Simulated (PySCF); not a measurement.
# Calculated properties of `C[C@@H]1C[P@@]1(=O)c1ccoc1`

Species: C7H9O2P.
Cartesian coordinates in Å at the PBE0-D3(BJ)/def2-SVP level; atoms count from 1:
```
atom  x, y, z in Å
C1    -2.7340    1.1916    0.2477
C2    -1.4221    0.6246   -0.2338
C3    -1.3846   -0.8705   -0.6763
P4    -0.5009   -0.4901    0.8333
O5    -0.9046   -0.9002    2.2132
C6     1.2518   -0.3803    0.5513
C7     2.0194   -0.0904   -0.6277
C8     3.3220   -0.1361   -0.2366
O9     3.4122   -0.4296    1.0784
C10    2.1652   -0.5780    1.5502
H11   -2.5846    2.1728    0.7215
H12   -3.1956    0.5319    0.9982
H13   -3.4445    1.3154   -0.5856
H14   -0.8281    1.2997   -0.8630
H15   -0.8446   -1.1306   -1.5931
H16   -2.3265   -1.4176   -0.5525
H17    1.6491    0.1199   -1.6288
H18    4.2620    0.0109   -0.7620
H19    2.0495   -0.8237    2.6026
```

Some functional groups and rings: aromatic ring with oxygen, phosphine oxide and P=O bond.

From PBE0-D3(BJ)/def2-SVP geometry optimisation, gas phase (PySCF):

| Property | Result |
| --- | --- |
| Point group | C1 |
| Rotational constants A, B, C | 2.654, 0.730, 0.637 GHz |

CAM-B3LYP/def2-SVPD ground state, ΔSCF and vertical TDDFT (core frozen in the response) (PySCF):

| Quantity | Value |
| --- | --- |
| Dipole moment | 4.50 D |
| HOMO energy | -8.21 eV |
| LUMO energy | 0.64 eV |
| HOMO–LUMO gap | 8.85 eV |
| Lowest singlet excitation | 6.04 eV (205 nm, f = 0.040) |
| Strongest line among the 10 lowest singlet transitions | S4 at 6.64 eV (187 nm, f = 0.119) |
| Lowest triplet excitation (Tamm–Dancoff) | 4.05 eV |
| Static isotropic polarisability | 106.5 au |
| Vertical ionisation energy | 8.85 eV |
| Electronic spatial extent ⟨r²⟩ about the centre of nuclear charge | 1818 bohr² |

PBE0/pcSseg-1 ground state and GIAO shieldings, non-relativistic (PySCF):

| Item | Value |
| --- | --- |
| Lowest Hirshfeld atomic charge | -0.39 e on O5 |
| Highest Hirshfeld atomic charge | +0.40 e on P4 |
| 13C chemical shifts (computed TMS as zero) by class | 158.0 (C10), 148.7 (C8), 120.4 (C6), 113.2 (C7), 20.4 (C2), 19.4 (C3), 13.9 (C1) ppm |
| 1H chemical shifts (computed TMS as zero) by class | 7.94 (H19), 7.47 (H18), 6.05 (H17), 1.54 (H11/H12/H13), 1.35 (H15), 1.33 (H16), 1.22 (H14) ppm |
| Isotropic shieldings of nuclei other than C and H, by class | 14 (O9), 325 (O5), 391 (P4) ppm |
| Mayer bond orders between heavy atoms | C1–C2 1.04, C2–C3 0.86, C3–P4 0.89, P4–O5 1.85, P4–C6 0.84, C6–C7 1.22, C7–C8 1.63, C8–O9 1.07, O9–C10 1.09, P4–C2 0.84, C10–C6 1.60 |

Monoisotopic mass from the formula: 156.0340 u.

 In wavenumbers S1 is 48700 cm⁻¹ (1 eV = 8065.54 cm⁻¹). The polarisability is 15.78 Å³ as a volume (1 au = 0.148185 Å³), or 1.30 au for each of the 82 electrons. The ΔSCF ionisation energy exceeds −ε(HOMO) by 0.64 eV with CAM-B3LYP. S1 lies 2.81 eV below the HOMO–LUMO gap; its leading configuration is HOMO→LUMO+1, weight 0.43, beside HOMO→LUMO, weight 0.24. The principal polarisabilities are 79.3, 104.7 and 135.4 au; their mean is the isotropic value.

One conformer stands for the species.
